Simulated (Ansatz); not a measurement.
Consider the formal exchange of groups at a Te–C bond: `F[SiH2]C[TeH]` + `CC[SiH3]` → `CC[SiH2][TeH]` + `C[SiH2]F`.

Isolated molecules relaxed with PBE0-D4/def2-TZVP in Ansatz; ΔE leaves out vibrations. CBS: MP2 limit from def2 TZ/QZ plus the TZ coupled-cluster correction, frozen cores. Functionals use def2-TZVPP. B3LYP here is the variant with VWN-RPA as its local correlation; programs differ in this. Elements past krypton have def2 core potentials. For Te outer-core shells are correlated without core-valence functions, which leaves a few kJ/mol of doubt a bond. One conformer a species, not always the lowest.

```tsv
level	ΔE (kJ/mol)
PBE-D4	-104.8
r2SCAN-D4	-106.5
B3LYP-D4	-101.0
ωB97X-V	-101.8
MP2/def2-TZVPP	-102.0
CCSD(T)/def2-TZVPP	-97.3
MP2/def2-QZVPP	-103.6
HF/CBS(def2)	-103.0
```

What does CCSD(T)/CBS give? (An estimate is asked.)

Computed: -100.5 kJ/mol. The listed levels differ from it by -4.3, -6.0, -0.5, -1.3, -1.5, 3.2, -3.1, -2.5 kJ/mol.

Largest T1 diagnostic among the species: 0.011.

From PBE to PBE0 (25 % exact exchange), in def2-TZVPP and without D4, ΔE moves by −3.2 kJ/mol.
